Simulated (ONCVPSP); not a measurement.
What one change does to a pseudopotential (Zr, ONCV)

ONCVPSP 4.0.1 input, shortened (lines: element, Z, core and valence counts, functional; n l f; lmax; l rc ep ncon nbas qcut; lloc lpopt rc5 dvloc0; l nproj debl; icmod fcfact rcfact), Wu-Cohen, fully relativistic:

```
  Zr 40.00    6    4  -118130      upf
    1    0    2.00
    2    0    2.00
    2    1    6.00
    3    0    2.00
    3    1    6.00
    3    2   10.00
    4    0    2.00
    4    1    6.00
    4    2    2.00
    5    0    2.00
    2
    0    2.05    0.00    4    7    7.30
    1    1.65    0.00    4    8    9.10
    2    1.85    0.00    5    8    4.70
    4    5    1.10   -1.00
    0    3    1.80
    1    2    1.20
    2    2    3.70
    0    0.00    0.00
```

Open shells are filled in proportion to 2j + 1.

Change: d: debl 0.55.

Cutoffs: the cutoffs (Ha) at which the residual kinetic energy of the hardest occupied pseudo-wave falls to 1 and 0.1 mHa per electron; they do not see the model core or the augmentation charge, which bear on the density cutoff. Errors are all-electron minus pseudo energies relative to the spin-unpolarised reference configuration.

Q: How do hardness, ghosts and transferability respond?

A: The potential gets neither clearly harder nor softer (25 Ha and 56 Ha → 25 Ha and 56 Ha); a bound ghost appears in d, which as a rule spoils a file; the errors of the 4 common tests hardly move; the range in which the d5/2 phases agree narrows (upper end at the end of the scan → 3.4); the range in which the d3/2 phases agree narrows (upper end at the end of the scan → 3.4).

| quantity | base | changed |
| --- | --- | --- |
| cutoff, loose | 25 Ha | 25 Ha |
| cutoff, tight | 56 Ha | 56 Ha |
| bound ghosts | none | d3/2 |
| GHOST(+) flags under 300 eV | s at 213.1 eV | s at 213.1 eV |
| error for 4s2 4p6 4d2 5s1, meV [ΔE 7.18 eV] | -0.3 | -0.3 |
| error for 4s2 4p6 4d2 5s0, meV [ΔE 20.05 eV] | -2.3 | -2.2 |
| error for 4s2 4p6 4d1 5s0, meV [ΔE 42.63 eV] | +1.8 | +1.7 |
| error for 4s2 4p6 4d2 5s0 5p2, meV [ΔE 6.30 eV] | -0.6 | -0.6 |
| s: phases at 2.08 bohr within 0.05 rad from the reference energy up to (Ha; the scan ends near 5) | to the end of the scan | to the end of the scan |
| p3/2: phases at 1.67 bohr within 0.05 rad from the reference energy up to (Ha; the scan ends near 5) | 3.7 | 3.7 |
| p1/2: phases at 1.67 bohr within 0.05 rad from the reference energy up to (Ha; the scan ends near 5) | to the end of the scan | to the end of the scan |
| d5/2: phases at 1.88 bohr within 0.05 rad from the reference energy up to (Ha; the scan ends near 5) | to the end of the scan | 3.4 |
| d3/2: phases at 1.88 bohr within 0.05 rad from the reference energy up to (Ha; the scan ends near 5) | to the end of the scan | 3.4 |

Base: These tests converged, but a pseudo level misses the all-electron one widely, so the file describes the atom poorly there or has found another state: 4s2 4p6 4d2 5s0 5p2: empty 5s by 10.1 eV. Changed file: These tests converged, but a pseudo level misses the all-electron one widely, so the file describes the atom poorly there or has found another state: 4s2 4p6 4d2 5s0 5p2: empty 5s by 10.1 eV. A true bound ghost makes a file unfit for plane-wave use even where its test errors are small: the radial tests pick states by their node count and pass the ghost by.
